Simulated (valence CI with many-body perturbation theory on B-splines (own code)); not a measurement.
Results of a calculation; reference values are marked as such.
Tb³⁴⁺: input, log and results

The program does CI of the valence electrons with many-body perturbation theory for a frozen closed Dirac-Fock core.

Command, and the settings that its task file holds:

```sh
python run_cv.py task.json out
```

```
atom Tb  Z=65  mass_number=159  rms_radius_fm=5.0600
core [Ar] 3d10
valence 4s2 4p1
avg = 1
basis = S
breit = 1
cap = 10000
capref = 1200
cscale = 1
de = 0.0
dress = 0
eps = 2e-08
extrap = 1
h = 0.27
hh = 1
l2 = 3
lcore = 6
maxit = 60
n2 = 5
natural = 1
nlev = 20
nno = [3, 3, 3, 2, 1]
nroot = 26
ns = 4
nsp = [3, 3, 2, 1, 0]
pt2 = 1
qed = 1
rpa = 1
s1 = 0
s2 = 0
s3 = 0
screen = 1
tol = 2e-05
whole = 1
```

Log. The first blocks belong to the next ion, which gives the ionisation energy. Fields: 2J, parity (1 odd), roots, reference size, generating configurations, candidates as configurations/state functions, variational space P, stored matrix elements, Davidson steps; e2 is the range of second-order energies in hartree. The first line gives the box (bohr), its intervals, the orbitals and the steps of their self-consistent field. Window is the range of levels sought, series limit the energy at which the first omitted orbital would enter, core excitation an estimate of the first excitation out of the core, left out the lowest levels not solved, and shifts from estimates the range by which levels moved from their first estimate, all in cm⁻¹.

```
rmax 3.3 intervals 57 orbitals 36 references ['4s2 4p', '4s 4p2', '4s2 4d', '4p3', '4s 4p 4d'] scf 3 t 1.3
2J=0 par=0 roots 2 ref 15 generators 4 cand 92/92 P 105/105 nnz 0 it 0
2J=0 par=0 roots 2 ref 15 generators 4 cand 2/2 P 106/106 nnz 0 it 0
   second order: generators 8 cand 1/1 e2 -0.00000 -0.00000
reference levels 441, estimated 48, window 2063658 1/cm; series limit 5941005, core excitation 9031462
2J=1 par=1 roots 4 ref 27 generators 9 cand 575/872 P 862/1271 nnz 0 it 0
2J=1 par=1 roots 4 ref 27 generators 13 cand 508/776 P 1021/1499 nnz 0 it 4
   second order: generators 17 cand 504/783 e2 -0.00000 -0.00000
2J=3 par=1 roots 6 ref 45 generators 14 cand 801/1821 P 1101/2231 nnz 0 it 4
2J=3 par=1 roots 6 ref 45 generators 18 cand 730/1654 P 1260/2568 nnz 1.1e+06 it 5
   second order: generators 24 cand 882/1955 e2 -0.00001 -0.00000
2J=1 par=0 roots 4 ref 38 generators 11 cand 730/1091 P 789/1149 nnz 0 it 0
2J=1 par=0 roots 4 ref 38 generators 13 cand 740/1141 P 1001/1457 nnz 0 it 4
   second order: generators 19 cand 528/833 e2 -0.00000 -0.00000
2J=3 par=0 roots 5 ref 59 generators 11 cand 818/1841 P 926/1841 nnz 0 it 5
2J=3 par=0 roots 5 ref 59 generators 17 cand 890/2035 P 1121/2245 nnz 0 it 6
   second order: generators 22 cand 695/1631 e2 -0.00000 -0.00000
2J=5 par=0 roots 4 ref 61 generators 10 cand 845/2193 P 897/1866 nnz 0 it 4
2J=5 par=0 roots 4 ref 61 generators 16 cand 959/2574 P 1093/2332 nnz 0 it 4
   second order: generators 23 cand 958/2542 e2 -0.00001 -0.00000
2J=5 par=1 roots 5 ref 44 generators 9 cand 835/2204 P 1127/2483 nnz 0 it 4
2J=5 par=1 roots 5 ref 44 generators 18 cand 729/1935 P 1277/2892 nnz 1.3e+06 it 5
   second order: generators 24 cand 764/1958 e2 -0.00000 -0.00000
2J=7 par=1 roots 2 ref 34 generators 4 cand 720/1865 P 838/1795 nnz 0 it 3
2J=7 par=1 roots 2 ref 34 generators 13 cand 847/2219 P 1011/2219 nnz 0 it 4
   second order: generators 17 cand 674/1795 e2 -0.00001 -0.00000
left out: unestimated 3025011, estimated 2351753, shifts from estimates -2 to 0
```

Problem. What became of the run, and why?

Solution. It gave no result: the setting left no core shell for the response of the core. The program said: "need at least one array to concatenate".
